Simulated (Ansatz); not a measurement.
Ansatz (an electronic-structure program) input (B3LYP/def2-SVP):

Ansatz 0.2 input:
```yaml
crystal:
  periodic: [false, false, false]
  atoms:
    - {symbol: Cu, position_ang: [-0.00000000, -0.00000000, -1.14569503]}
    - {symbol: Cu, position_ang: [0.00000000, 0.00000000, 1.14569503]}
basis:
  gaussian:
    orbitals: def2-SVP
hamiltonian:
  xc: {name: B3LYP}
output: {forces: true}
```

Output:

```
Functional definition: B3LYP
integrals: 0.02 GiB planned
695 factors; integrals over basis functions are off by at most 7.2e-4 eV
mean field: 0.21 GiB planned
mean field evaluation 1: about -89265.1307 eV, gradient 6.2e1 eV
mean field evaluation 2: about -89174.9954 eV, gradient 2.6e2 eV
mean field evaluation 4: about -89270.8264 eV, gradient 1.3e0 eV
mean field evaluation 8: about -89270.8490 eV, gradient 3.8e-2 eV
mean field evaluation 16: about -89270.8490 eV, gradient 3.4e-6 eV
mean field -89270.84903598 eV, -3280.6431921173 hartree, gradient 3.2e-6 eV, S^2 0.000000; 0 other end points of the search recorded, 0 dependent functions left out
the calculation of the forces begins
reference -89270.84922848 eV, -3280.6431991917 hartree; 29, 29 occupied and 33, 33 virtual orbitals, 695 factors
Total energy: -89270.84922848 eV, -3280.6431991917 hartree
Atom 0 at    -0.000000    -0.000000    -1.145695 Å, force     0.000000    -0.000000     0.418140 eV/Å
Atom 1 at     0.000000     0.000000     1.145695 Å, force    -0.000000     0.000000    -0.418140 eV/Å
Dipole moment:    -0.000000    -0.000000     0.000000 e Å
```

The geometry given is a B3LYP-D3(BJ)/def2-TZVP minimum.
